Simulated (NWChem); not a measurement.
System: AsH$_{2}$, doublet; SMILES [AsH2]

Here is an NWChem input.

```
start job
memory heap 200 mb stack 900 mb global 1100 mb
geometry units angstroms noautosym nocenter noautoz
  As     0.000000     0.000000     0.073623
  H      0.000000    -1.093383    -1.019299
  H      0.000000     1.093383    -1.019299
end
basis spherical
  As library def2-tzvp
  H library def2-tzvp
end
dft
  odft
  mult 2
  xc xcamb88 1.00 lyp 0.81 vwn_5 0.19 hfexch 1.00
  cam 0.33 cam_alpha 0.19 cam_beta 0.46
  iterations 150
end
property
  efieldgrad
end
task dft property
```

Parts of the log:

```
             Northwest Computational Chemistry Package (NWChem) 7.3.0
             --------------------------------------------------------

                             Geometry "geometry" -> ""
                             -------------------------

 Output coordinates in angstroms (scale by  1.889725989 to convert to a.u.)

  No.       Tag          Charge          X              Y              Z
 ---- ---------------- ---------- -------------- -------------- --------------
    1 As                  33.0000     0.00000000     0.00000000     0.07362300
    2 H                    1.0000     0.00000000    -1.09338300    -1.01929900
    3 H                    1.0000     0.00000000     1.09338300    -1.01929900

 Effective nuclear repulsion energy (a.u.)      22.8337130427

                              NWChem Property Module
                              ----------------------

  itol2e modified to match energy
  convergence criterion.

                                 NWChem DFT Module
                                 -----------------

 Summary of "ao basis" -> "ao basis" (spherical)
 ------------------------------------------------------------------------------
       Tag                 Description            Shells   Functions and Types
 ---------------- ------------------------------  ------  ---------------------
 As                        def2-tzvp                16       48   6s5p4d1f
 H                         def2-tzvp                 4        6   3s1p

  itol2e modified to match energy
  convergence criterion.

            General Information
            -------------------
          SCF calculation type: DFT
          Wavefunction type:  spin polarized.
          No. of atoms     :     3
          No. of electrons :    35
           Alpha electrons :    18
            Beta electrons :    17
          Charge           :     0
          Spin multiplicity:     2
          Use of symmetry is: off; symmetry adaption is: off
          Maximum number of iterations: 150
          AO basis - number of functions:    60
                     number of shells:    24
          Convergence on energy requested:  1.00D-07
          Convergence on density requested:  1.00D-05
          Convergence on gradient requested:  5.00D-04

              XC Information
              --------------
                     Hartree-Fock (Exact) Exchange  1.000
                   CAM-Becke88 Exchange Functional  1.000
                      VWN V Correlation Functional  0.190 local
              Lee-Yang-Parr Correlation Functional  0.810

           Range-Separation Parameters
           ---------------------------
           Alpha           :  0.19
           Beta            :  0.46
           Gamma           :  0.33
           Short-Range HF  :     F

             Grid Information
             ----------------
          Grid used for XC integration:  fine
          Radial quadrature: Mura-Knowles
          Angular quadrature: Lebedev.
          Tag              B.-S. Rad. Rad. Pts. Rad. Cut. Ang. Pts.
          ---              ---------- --------- --------- ---------
          As                  1.15      140           8.0       974
          H                   0.35       60           8.0       590
          Grid pruning is: on
          Number of quadrature shells:   260
          Spatial weights used:  Erf1

      Superposition of Atomic Density Guess
      -------------------------------------

 Sum of atomic energies:       -2235.13692255

      Non-variational initial energy
      ------------------------------

 Total energy =   -2235.141655
 1-e energy   =   -3160.734694
 2-e energy   =     902.759326
 HOMO         =      -0.179311
 LUMO         =       0.079110

   convergence    iter        energy       DeltaE   RMS-Dens  Diis-err
 ---------------- ----- ----------------- --------- --------- ---------
 d= 0,ls=0.0,diis     1  -2237.1385353548 -2.26D+03  2.92D-03  1.01D-01
                                                     2.41D-03  9.46D-02
 d= 0,ls=0.0,diis     2  -2237.1562274765 -1.77D-02  7.20D-04  7.61D-03
                                                     7.89D-04  8.15D-03
 d= 0,ls=0.0,diis     3  -2237.1572960043 -1.07D-03  2.16D-04  1.72D-03
                                                     2.35D-04  1.64D-03
 d= 0,ls=0.0,diis     4  -2237.1575221843 -2.26D-04  1.11D-04  7.21D-05
                                                     6.64D-05  6.15D-05
 d= 0,ls=0.0,diis     5  -2237.1575430915 -2.09D-05  2.92D-05  1.10D-06
                                                     3.74D-05  1.82D-06
  Resetting Diis
 d= 0,ls=0.0,diis     6  -2237.1575453889 -2.30D-06  9.12D-06  9.02D-08
                                                     8.58D-06  6.85D-08
 d= 0,ls=0.0,diis     7  -2237.1575455738 -1.85D-07  2.23D-06  8.09D-09
                                                     2.17D-06  9.42D-09
 d= 0,ls=0.0,diis     8  -2237.1575455937 -1.99D-08  2.60D-06  3.21D-09
                                                     2.22D-06  2.40D-09

         Total DFT energy =    -2237.157545593662
      One electron energy =    -3160.703601008438
           Coulomb energy =      984.581715933583
    Exchange-Corr. energy =      -83.869373561547
 Nuclear repulsion energy =       22.833713042741

 Numeric. integr. density =       34.999999973172

                    DFT Final Alpha Molecular Orbital Analysis
                    ------------------------------------------

 Vector   16  Occ=1.000000D+00  E=-4.249929D-01
              MO Center=  1.1D-10,  5.8D-10, -5.7D-01, r^2= 2.0D+00
   Bfn.  Coefficient  Atom+Function         Bfn.  Coefficient  Atom+Function
  ----- ------------  ---------------      ----- ------------  ---------------
    17      0.368288  1 As py                11     -0.227102  1 As py
    20      0.214398  1 As py                50     -0.209989  2 H  s
    56      0.209989  3 H  s                 49     -0.134601  2 H  s
    55      0.134601  3 H  s                 51     -0.128135  2 H  s
    57      0.128135  3 H  s                  8      0.070964  1 As py

 Vector   17  Occ=1.000000D+00  E=-3.650714D-01
              MO Center=  1.8D-09,  4.0D-10,  2.6D-02, r^2= 2.2D+00
   Bfn.  Coefficient  Atom+Function         Bfn.  Coefficient  Atom+Function
  ----- ------------  ---------------      ----- ------------  ---------------
    18      0.390016  1 As pz                 6      0.337918  1 As s
    21      0.311173  1 As pz                 5      0.282898  1 As s
    12     -0.245471  1 As pz                50     -0.163031  2 H  s
    56     -0.163031  3 H  s                  4     -0.143811  1 As s
     3     -0.110704  1 As s                 49     -0.096438  2 H  s

 Vector   18  Occ=1.000000D+00  E=-2.960837D-01
              MO Center= -1.6D-09, -9.3D-11,  2.7D-02, r^2= 2.1D+00
   Bfn.  Coefficient  Atom+Function         Bfn.  Coefficient  Atom+Function
  ----- ------------  ---------------      ----- ------------  ---------------
    16      0.533260  1 As px                19      0.525497  1 As px
    10     -0.310236  1 As px                 7      0.096219  1 As px
    13      0.084298  1 As px                40      0.027048  1 As d  1

 Vector   19  Occ=0.000000D+00  E= 5.688926D-02
              MO Center=  6.3D-10, -5.4D-09, -2.0D-01, r^2= 3.8D+00
   Bfn.  Coefficient  Atom+Function         Bfn.  Coefficient  Atom+Function
  ----- ------------  ---------------      ----- ------------  ---------------
    20      1.144168  1 As py                51      0.932290  2 H  s
    57     -0.932290  3 H  s                 17      0.255712  1 As py
    11     -0.199625  1 As py                50      0.176526  2 H  s
    56     -0.176526  3 H  s                 49      0.092429  2 H  s
    55     -0.092429  3 H  s                 23     -0.086931  1 As d -1

 Vector   20  Occ=0.000000D+00  E= 6.524575D-02
              MO Center=  3.5D-10,  2.6D-09, -6.0D-01, r^2= 4.9D+00
   Bfn.  Coefficient  Atom+Function         Bfn.  Coefficient  Atom+Function
  ----- ------------  ---------------      ----- ------------  ---------------
     6      1.315164  1 As s                 51     -1.182134  2 H  s
    57     -1.182134  3 H  s                 21     -1.094711  1 As pz
     5      0.215038  1 As s                 18     -0.181949  1 As pz
    12      0.151678  1 As pz                 4     -0.139226  1 As s
     3     -0.121273  1 As s                 15     -0.068628  1 As pz

 Vector   21  Occ=0.000000D+00  E= 2.152507D-01
              MO Center= -3.6D-10, -5.4D-09, -4.9D-01, r^2= 3.8D+00
   Bfn.  Coefficient  Atom+Function         Bfn.  Coefficient  Atom+Function
  ----- ------------  ---------------      ----- ------------  ---------------
    41      0.745873  1 As d  2              51      0.677876  2 H  s
    57      0.677876  3 H  s                 50     -0.410372  2 H  s
    56     -0.410372  3 H  s                 39     -0.243384  1 As d  0
     6     -0.230779  1 As s                  5     -0.206396  1 As s
    36     -0.133063  1 As d  2              26     -0.132284  1 As d  2

                     DFT Final Beta Molecular Orbital Analysis
                     -----------------------------------------

 Vector   15  Occ=1.000000D+00  E=-6.730647D-01
              MO Center=  8.5D-11, -2.5D-09, -3.2D-01, r^2= 1.4D+00
   Bfn.  Coefficient  Atom+Function         Bfn.  Coefficient  Atom+Function
  ----- ------------  ---------------      ----- ------------  ---------------
     5      0.600286  1 As s                  6      0.370852  1 As s
     4     -0.309482  1 As s                  3     -0.239544  1 As s
    50      0.116135  2 H  s                 56      0.116135  3 H  s
     2      0.109002  1 As s                 49      0.085381  2 H  s
    55      0.085381  3 H  s                 18     -0.083253  1 As pz

 Vector   16  Occ=1.000000D+00  E=-4.207012D-01
              MO Center=  8.9D-11,  1.3D-09, -6.0D-01, r^2= 2.0D+00
   Bfn.  Coefficient  Atom+Function         Bfn.  Coefficient  Atom+Function
  ----- ------------  ---------------      ----- ------------  ---------------
    17      0.350161  1 As py                11     -0.221749  1 As py
    50     -0.220758  2 H  s                 56      0.220758  3 H  s
    20      0.200378  1 As py                51     -0.139167  2 H  s
    57      0.139167  3 H  s                 49     -0.138119  2 H  s
    55      0.138119  3 H  s                  8      0.069247  1 As py

 Vector   17  Occ=1.000000D+00  E=-3.533607D-01
              MO Center= -6.3D-10, -7.4D-11,  9.2D-02, r^2= 2.2D+00
   Bfn.  Coefficient  Atom+Function         Bfn.  Coefficient  Atom+Function
  ----- ------------  ---------------      ----- ------------  ---------------
    18      0.376789  1 As pz                 6      0.359253  1 As s
    21      0.314841  1 As pz                 5      0.308785  1 As s
    12     -0.243065  1 As pz                50     -0.163319  2 H  s
    56     -0.163319  3 H  s                  4     -0.155202  1 As s
     3     -0.122789  1 As s                 51     -0.097384  2 H  s

 Vector   18  Occ=0.000000D+00  E=-7.561651D-02
              MO Center=  6.9D-10, -1.1D-09,  2.3D-02, r^2= 2.4D+00
   Bfn.  Coefficient  Atom+Function         Bfn.  Coefficient  Atom+Function
  ----- ------------  ---------------      ----- ------------  ---------------
    19      0.648133  1 As px                16      0.395315  1 As px
    10     -0.285930  1 As px                13      0.099486  1 As px
     7      0.088398  1 As px                40      0.030860  1 As d  1

 Vector   19  Occ=0.000000D+00  E= 6.110464D-02
              MO Center=  2.7D-11, -4.2D-09, -1.7D-01, r^2= 3.8D+00
   Bfn.  Coefficient  Atom+Function         Bfn.  Coefficient  Atom+Function
  ----- ------------  ---------------      ----- ------------  ---------------
    20      1.166445  1 As py                51      0.939108  2 H  s
    57     -0.939108  3 H  s                 17      0.248662  1 As py
    11     -0.202013  1 As py                50      0.171340  2 H  s
    56     -0.171340  3 H  s                 49      0.089811  2 H  s
    55     -0.089811  3 H  s                 14      0.085918  1 As py

[...]

          -----------------------
          Electric field gradient
          -----------------------

 1 a.u. = 0.324123 10**(16) esu/cm**3  ( or statvolts/cm**2 ) = 0.97174 10**(22) v/m**2

 ------------------------------------------------------------
   Atom      X         Y         Z
 ------------------------------------------------------------
    1 As   0.00000   0.00000   0.13913
 ------------------------------------------------------------

 Electric field gradient in molecular frame (a.u.)
         XX             YY             ZZ             XY             XZ             YZ
 ------------------------------------------------------------------------------------------
       -1.201725      -0.700749       1.902474       0.000000       0.000000      -0.000000

 Principal components (a.u.) and orientation
 of principal axis w.r.t. absolute frame                      Asymmetry parameter eta
 --------------------------------------------------------------------------------------
        1.902474      -1.201725      -0.700749                       0.263329

        0.000000       1.000000       0.000000
       -0.000000      -0.000000       1.000000
        1.000000      -0.000000       0.000000

 ------------------------------------------------------------
   Atom      X         Y         Z
 ------------------------------------------------------------
    2 H    0.00000  -2.06619  -1.92620
 ------------------------------------------------------------

 Electric field gradient in molecular frame (a.u.)
         XX             YY             ZZ             XY             XZ             YZ
 ------------------------------------------------------------------------------------------
        0.069738      -0.039381      -0.030357       0.000000       0.000000      -0.104260

 Principal components (a.u.) and orientation
 of principal axis w.r.t. absolute frame                      Asymmetry parameter eta
 --------------------------------------------------------------------------------------
       -0.139227       0.069738       0.069489                       0.001794

       -0.000000       1.000000       0.000000
        0.722230       0.000000      -0.691652
        0.691652      -0.000000       0.722230

 ------------------------------------------------------------
   Atom      X         Y         Z
 ------------------------------------------------------------
    3 H    0.00000   2.06619  -1.92620
 ------------------------------------------------------------

 Electric field gradient in molecular frame (a.u.)
         XX             YY             ZZ             XY             XZ             YZ
 ------------------------------------------------------------------------------------------
        0.069738      -0.039381      -0.030357      -0.000000       0.000000       0.104260

 Principal components (a.u.) and orientation
 of principal axis w.r.t. absolute frame                      Asymmetry parameter eta
 --------------------------------------------------------------------------------------
       -0.139227       0.069738       0.069489                       0.001794

        0.000000       1.000000       0.000000
        0.722230      -0.000000       0.691652
       -0.691652      -0.000000       0.722230
```

Level: CAM-B3LYP/def2-TZVP, spin-unrestricted. In the optimisation the excess spin sits in b1 (C2v, its own frame). Geometry: optimised at PBE-D3(BJ)/def2-SVP, spin-unrestricted. No stability test was run on the SCF state. NWChem prints the field gradient with the sign opposite to the second derivative of the potential.
